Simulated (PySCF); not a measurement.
Compound: C₆H₁₃S (doublet state).
Z-matrix (Å and degrees, PBE0-D3(BJ)/def2-SVP geometry), rows numbered from 1:
```
C 
C   1  1.4719
S   2  1.8447  1  113.19
C   3  1.8292  2  102.01  1   -60.54
C   4  1.5188  3  112.09  2   -65.05
C   4  1.5290  3  106.15  2   170.39
C   6  1.5209  4  114.10  3  -174.86
H   1  1.0927  2  119.86  3   -70.89
H   1  1.0927  2  121.09  3    97.06
H   2  1.1023  1  111.84  3   114.58
H   2  1.1006  1  112.59  3  -124.33
H   4  1.1041  3  106.88  2    55.10
H   5  1.1014  4  110.58  3   -62.27
H   5  1.1001  4  111.70  3    57.84
H   5  1.1015  4  111.12  3   177.24
H   6  1.1026  4  108.05  3   -52.74
H   6  1.1047  4  108.81  3    61.93
H   7  1.1021  6  111.29  4    56.25
H   7  1.1006  6  112.21  4   -64.43
H   7  1.1003  6  110.76  4   175.76
```

The hyperfine couplings belong to this conformer and change with its torsions.

As a line formula: `[CH2]CS[C@H](C)CC` [radical].

Method: UKS B3LYP, IGLO-III on C S, pcH-1 on H, non-relativistic, mean-field spin-orbit, GIAO (PySCF). The structure is a single PBE0-D3(BJ)/def2-SVP conformer in the gas phase; no vibrational or solvent corrections. The SCF solution wasn't tested for stability.

The Mulliken spin populations are largest on C1 (+1.04), S3 (+0.11) and C2 (-0.09). No atom but C1 exceeds +0.15. The angles at C1 add up to 358.9°, so it is planar; its axial dipolar tensor and the negative couplings of its protons fit spin in a p orbital normal to that plane.

Q: McConnell's relation a(H) = Q·ρ ties the coupling of a proton on a planar π carbon to the spin population of that carbon. What Q do the computed values give?

A: 
```
 H   C    ρ(C)  a(H) (G)  a/ρ (G)
H8  C1  +1.041    -21.07    -20.2
H9  C1  +1.041    -21.73    -20.9
```

These protons share one ρ (within 0.01), so their mean ratio, Q = -20.6 G, is no test of linearity. In McConnell's picture π spin on carbon polarises the C–H bond and leaves opposite spin at the proton, which makes Q negative, as found here.

Q: How do the β-proton couplings of this frozen conformer go with θ, the angle between the C–H bond and the normal to the plane of the spin centre's three neighbours, both seen down the bond from centre to carbon?

A: 
```csv
β H,on,centre,θ (°),cos²θ,a (G)
H10,C2,C1,52,0.37,+20.73
H11,C2,C1,69,0.13,+3.50
```

Couplings in gauss use g_iso = 2.0025.

Time: 1.8 min of wall time (with the writing of density and orbital grids). Hardware: one thread, x86-64 server (shared host).
